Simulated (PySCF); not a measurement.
Species: C7H11OP.
Atom-mapped SMILES: `[CH:1]#[C:2][P:3]1(=[CH2:4])[CH2:5][CH2:6][O:7][CH2:8][CH2:9]1`

Geometry (GFN2-xTB, Å), atoms numbered from 1 in this order:
```
atom  x, y, z in Å
C1     1.779   -1.384    1.847
C2     1.391   -0.654    0.973
P3     0.893    0.462   -0.296
C4     2.166    1.550   -0.589
C5    -0.091   -0.724   -1.388
C6    -1.295   -1.319   -0.656
O7    -2.187   -0.341   -0.182
C8    -1.653    0.436    0.860
C9    -0.531    1.374    0.408
H10    2.113   -2.026    2.610
H11    1.859    2.325   -1.289
H12    3.062    1.037   -0.930
H13   -0.428   -0.143   -2.253
H14    0.568   -1.520   -1.745
H15   -1.880   -1.941   -1.340
H16   -0.942   -1.943    0.180
H17   -2.493    1.020    1.247
H18   -1.278   -0.220    1.662
H19   -0.162    1.970    1.246
H20   -0.898    2.053   -0.367
```

Probes without a nucleus sit at each ring's centroid and 1 Å off its mean plane on both sides; NICS is minus the shielding there, NICSzz its component along the normal. Level: GIAO PBE0/pcSseg-1 (PySCF, non-relativistic, gas phase) on the GFN2-xTB geometry, one conformer.

Ring bond lengths (Å), with Mayer bond orders in brackets: P3–C5 1.889 (0.84), C5–C6 1.529 (0.99), C6–O7 1.407 (0.94), O7–C8 1.405 (0.94), C8–C9 1.530 (1.00), C9–P3 1.832 (0.96).

Give the NICS values of each ring in ppm.

| ring | type | NICS(0) | NICS(1), two faces | NICS(1)zz, two faces | rms pucker (Å) | centre to ring atoms, mean (Å) |
| --- | --- | --- | --- | --- | --- | --- |
| P3–C5–C6–O7–C8–C9 | 6-membered ring with O and P; formal bonds all single | -2.9 | -2.3 / -2.2 | 1.7 / 1.0 | 0.24 | 1.53 |

What do they say, and how far can they be read as aromaticity?

- P3–C5–C6–O7–C8–C9: mean NICS(1)zz 1.4 ppm, near zero. P3, C5, C6, C8, C9 have four or more neighbours; no verdict on aromaticity is drawn.

At the first NICS(1) probe listed for ring P3–C5–C6–O7–C8–C9, 1 Å off the ring, what do the in-plane components average?

The isotropic value is a third of the trace: (3 × -2.3 − (1.7))/2 = -4.3 ppm.

Give the inner angles of the rings and the Hirshfeld charges of the ring atoms.

- P3–C5–C6–O7–C8–C9: P3 97.4° (+0.374 e), C5 112.2° (-0.128 e), C6 113.0° (0.000 e), O7 113.1° (-0.147 e), C8 113.5° (+0.002 e), C9 112.2° (-0.112 e); sum 661.5° against 720° for a flat convex ring.
